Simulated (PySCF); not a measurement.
CH2O, SMILES [O+](/[H])=[C-]\[H].

Geometry: ωB97X-D3(BJ)/def2-TZVPD.

Two levels are set side by side: TDDFT-PBE/def2-TZVPD (PySCF) and EOM-CCSD/aug-cc-pVDZ (PySCF). Vertical, same geometry; the bases differ. Differences are taken from unrounded values.

```
quantity                                      EOM-CCSD  TDDFT-PBE  TDDFT-PBE minus EOM-CCSD
--------------------------------------------  --------  ---------  ------------------------
lowest singlet excitation (eV)                    3.09       2.78                     -0.32
lowest triplet excitation (TDA for PBE) (eV)      1.53       1.32                     -0.21
```

A lower first singlet is the usual sign of a functional without exact exchange. Differences between two approximate levels are no errors against the true value.

Rough cost on one machine, each run with all the roots and properties that it gave: EOM-CCSD against TDDFT-PBE about 4 times.
